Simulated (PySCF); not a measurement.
## Electron correlation in Si+ (silicon, charge +1)

[Ne] 3s2 3p1, 2P determinant. Computed with PySCF 2.14 in def2-SVP, with the non-relativistic Hamiltonian (point nucleus). Frozen: [Ne]; 3 electrons correlated.

MP2 pair energies summed by pair of shells (mhartree):

```tsv
pair	energy	share (%)
3s-3s	-20.78	59.0
3s-3p	-14.45	41.0
```

Total MP2 correlation energy: -35.22 mhartree.

Same-spin part -2.15 and opposite-spin part -33.08 mhartree; SCS-MP2 scales them by 1/3 and 6/5 to -40.41 mhartree.

```
  level  correlation energy (mhartree)
   CCSD                         -53.01
    (T)                          -0.66
CCSD(T)                         -53.67
```

Diagnostics: T1 = 0.012, D1 = 0.0255, largest double amplitude 0.112.

Cost of the coupled-cluster step: 0.06 s of wall time on 1 thread of Neoverse-V2 (shared host), for 3 correlated electrons.

Iterations:

```
CC2 = 0
CCSD nocc = (np.int64(2), np.int64(1)), nmo = (13, 13)
frozen orbitals [[0, 1, 2, 3, 4], [0, 1, 2, 3, 4]]
max_cycle = 100
direct = 0
conv_tol = 1e-08
conv_tol_normt = 1e-06
diis_space = 8
diis_start_cycle = 0
Init t2, MP2 energy = -0.0352241820579064
Init E_corr(UCCSD) = -0.0352241820582277
cycle = 1  E_corr(UCCSD) = -0.0463872022333217  dE = -0.0111630202  norm(t1,t2) = 0.0551284
cycle = 2  E_corr(UCCSD) = -0.0502784180339134  dE = -0.0038912158  norm(t1,t2) = 0.0233727
cycle = 3  E_corr(UCCSD) = -0.0530141483996472  dE = -0.00273573037  norm(t1,t2) = 0.0108049
cycle = 4  E_corr(UCCSD) = -0.0529950516568998  dE = 1.90967427e-05  norm(t1,t2) = 0.00132257
cycle = 5  E_corr(UCCSD) = -0.0530164477871485  dE = -2.13961302e-05  norm(t1,t2) = 0.000170729
cycle = 6  E_corr(UCCSD) = -0.0530092116046911  dE = 7.23618246e-06  norm(t1,t2) = 2.97933e-05
cycle = 7  E_corr(UCCSD) = -0.0530117877471113  dE = -2.57614242e-06  norm(t1,t2) = 8.44398e-06
cycle = 8  E_corr(UCCSD) = -0.0530111862852165  dE = 6.01461895e-07  norm(t1,t2) = 2.07549e-06
cycle = 9  E_corr(UCCSD) = -0.0530112375757424  dE = -5.12905259e-08  norm(t1,t2) = 2.39429e-07
cycle = 10  E_corr(UCCSD) = -0.0530112323822443  dE = 5.19349806e-09  norm(t1,t2) = 3.45852e-08
UCCSD converged
E(UCCSD) = -288.5251819004322  E_corr = -0.05301123238224432
UCCSD(T) correction = -0.000661684486445209
```
